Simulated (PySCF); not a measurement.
(E)-1,2-dichloro-1,2-difluoroethene (C2Cl2F2), SMILES F/C(Cl)=C(/F)Cl.

Geometry optimised at B3LYP-D3(BJ)/def2-SVP.

Method: PBE/def2-TZVP in PySCF.

Symmetry labels are those of the subgroup C2h that the program uses (full group C2h).

Computed valence orbital energies around the gap with their symmetry:
```json
[
 {"orbital": "HOMO−7", "symmetry": "Bg", "energy (eV)": "-11.81"},
 {"orbital": "HOMO−6", "symmetry": "Bu", "energy (eV)": "-10.78"},
 {"orbital": "HOMO−5", "symmetry": "Ag", "energy (eV)": "-9.96"},
 {"orbital": "HOMO−4", "symmetry": "Au", "energy (eV)": "-9.16"},
 {"orbital": "HOMO−3", "symmetry": "Bg", "energy (eV)": "-8.94"},
 {"orbital": "HOMO−2", "symmetry": "Bu", "energy (eV)": "-8.76"},
 {"orbital": "HOMO−1", "symmetry": "Ag", "energy (eV)": "-8.31"},
 {"orbital": "HOMO", "symmetry": "Au", "energy (eV)": "-6.10"},
 {"orbital": "LUMO", "symmetry": "Bu", "energy (eV)": "-1.39"},
 {"orbital": "LUMO+1", "symmetry": "Bg", "energy (eV)": "-1.28"},
 {"orbital": "LUMO+2", "symmetry": "Ag", "energy (eV)": "-0.09"},
 {"orbital": "LUMO+3", "symmetry": "Bu", "energy (eV)": "0.46"}
]
```
